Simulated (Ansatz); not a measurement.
Ba₅S₅⁺. The state is a doublet with charge 1. Geometry PBE-D4/def2-SVP; atoms count from 1.

```xyz
10

Ba    2.740   -1.552    0.624
Ba   -1.194   -1.625    2.498
Ba   -2.053    2.318    0.850
Ba   -0.777   -0.866   -1.666
Ba    1.883    2.391   -1.023
S    -2.896   -0.395    0.563
S     0.251   -2.937    0.414
S     2.273   -0.299   -1.900
S    -0.875    2.243   -1.751
S     0.649    0.722    1.390
```

In the def2 sets Ba takes a core potential; there is no spin–orbit coupling. The structure comes from a short search, and lower isomers may exist.

(1) Estimate the Mulliken populations from the PBE0/def2-TZVP orbitals of Ansatz.

(2) Where does the spin sit?

(3) And the Mayer bond orders between bonded heavy atoms (over 0.3)?

## Answers

(1) 
```tsv
atom	charge (e)	spin (α − β)
Ba1	1.20	-0.02
Ba2	1.20	-0.02
Ba3	1.20	-0.02
Ba4	1.08	-0.05
Ba5	1.20	-0.02
S6	-0.98	0.17
S7	-0.98	0.17
S8	-0.98	0.17
S9	-0.98	0.17
S10	-0.96	0.45
```
Mulliken values and Mayer orders depend strongly on the basis.

(2) Summed by element: Ba -0.13, S 1.13, of 1 unpaired in all. Largest on single atoms: S10 0.45, S7 0.17, S6 0.17.

(3) Ba1–S7 0.59 (2.86 Å); Ba1–S8 0.59 (2.86 Å); Ba2–S6 0.59 (2.86 Å); Ba2–S7 0.59 (2.86 Å); Ba3–S6 0.59 (2.86 Å); Ba3–S9 0.59 (2.86 Å); Ba4–S6 0.40 (3.11 Å); Ba4–S7 0.40 (3.11 Å); Ba4–S8 0.40 (3.11 Å); Ba4–S9 0.40 (3.11 Å); Ba5–S8 0.59 (2.86 Å); Ba5–S9 0.59 (2.86 Å).
